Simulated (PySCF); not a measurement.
# Dipole moment and polarisability of `O=C(Cl)c1cccc(F)c1`

C7H4ClFO.
Numbering: `[O:1]=[C:2]([Cl:3])[c:4]1[cH:5][cH:6][cH:7][c:8]([F:9])[cH:10]1` (hydrogens: H11 on C5; H12 on C6; H13 on C7; H14 on C10)

Geometry (PBE0-D3(BJ)/def2-SVP, Å), atoms numbered from 1 in this order:
```
atom  x, y, z in Å
O1     2.9149    1.2760    0.2679
C2     2.3294    0.2438    0.2988
Cl3    3.2225   -1.2752    0.5910
C4     0.8650    0.0837    0.1107
C5     0.1311    1.2562   -0.1163
C6    -1.2447    1.1838   -0.3027
C7    -1.8979   -0.0474   -0.2657
C8    -1.1527   -1.1995   -0.0393
F9    -1.7727   -2.3747   -0.0036
C10    0.2208   -1.1564    0.1505
H11    0.6589    2.2106   -0.1421
H12   -1.8201    2.0949   -0.4796
H13   -2.9767   -0.1308   -0.4098
H14    0.7763   -2.0777    0.3255
```

Level: PBE0/def2-SVPD (PySCF), static field, nuclei fixed, core orbitals frozen in the response. The polarisability tensor in these axes (au):

```
x   130.91  -3.66  10.93
y    -3.66 107.67  -5.98
z    10.93  -5.98  58.50
```

**Question.** Give the principal values, the mean and the anisotropy Δα = √{½[(α1 − α2)² + (α2 − α3)² + (α1 − α3)²]}.

**Answer.** Principal values 56.32, 107.44 and 133.33 au; mean 99.03 au = 14.67 Å³ = 16.33 × 10⁻⁴⁰ C²·m²/J; Δα = 67.87 au (69 % of the mean).

**Question.** What is the dipole moment, and where does it point?

**Answer.** (-2.98, 0.58, -0.48) D, 3.07 D in size, pointing from the negative to the positive side. Measured along this direction, the outermost atoms are Cl3 at the negative end and H13 at the positive end.

**Question.** Rayleigh depolarisation ratio (linearly polarised light, static tensor)?

**Answer.** ρ = 3Δα²/(45ᾱ² + 4Δα²) = 13820.4/(441302 + 18427.1) = 0.0301.

**Question.** Traceless (Buckingham) quadrupole moment about the centre of nuclear charge: eigenvalues?

**Answer.** -12.01, -0.33, 12.33 D·Å. The values depend on the origin, since the dipole doesn't vanish. The electronic extent ⟨r²⟩ about the same centre is 1796 bohr², a root-mean-square distance of 2.51 Å for the 80 electrons.

**Question.** What would n − 1 = 2πNα be for an ideal gas of these molecules at 273.15 K and 1 atm, electronic part alone?

**Answer.** N = p/kT = 2.6868 × 10¹⁹ cm⁻³, so n − 1 = 2π × N × 14.67 × 10⁻²⁴ cm³ = 2477 × 10⁻⁶ at long wavelengths, for an ideal gas.

The structure is a single PBE0-D3(BJ)/def2-SVP conformer in the gas phase; no vibrational or solvent corrections.

The run behind these numbers computed excited states as well. The run took 55 s of wall time (with the writing of density and orbital grids) on Arm Neoverse V2, one thread, shared host with 96 logical CPUs at a one-minute load of 42, and the process peaked at 1.0 GiB of memory.
